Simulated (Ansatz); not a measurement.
Frontier orbitals of `BB[SiH2]F`.

```xyz
9

B     1.466    0.617    0.785
B     0.560    0.281   -0.506
Si   -1.259   -0.548   -0.364
F    -1.711   -0.838    1.151
H     1.384    1.668    1.361
H     2.222   -0.188    1.255
H     0.894    0.497   -1.639
H    -2.277    0.361   -0.959
H    -1.279   -1.850   -1.085
```

Charge 0, multiplicity 1. All single points use the PBE0-D4/def2-TZVP geometry. It is one conformer, not always the lowest. Basis def2-TZVPP, the Gaussian-basis code of Ansatz.

```csv
functional,HOMO (eV),LUMO (eV),gap (eV)
PBE,-6.95,-3.33,3.62
r2SCAN,-7.21,-3.04,4.17
PBE0,-8.19,-2.38,5.81
B3LYP,-8.00,-2.55,5.45
r2SCANh,-7.67,-2.71,4.96
CAM-B3LYP,-9.56,-1.22,8.34
ωB97M-V,-10.35,-0.40,9.95
```

A quarter of exact exchange (PBE0) shifts PBE's HOMO by −1.24 eV and its LUMO by +0.95 eV; full exchange at long range (ωB97M-V) shifts them by −3.40 and +2.93 eV. The gap opens from 3.62 to 9.95 eV, since occupied levels lose self-interaction and empty ones feel all the electrons.

B3LYP here is the variant with VWN-RPA as its local correlation; programs differ in this.
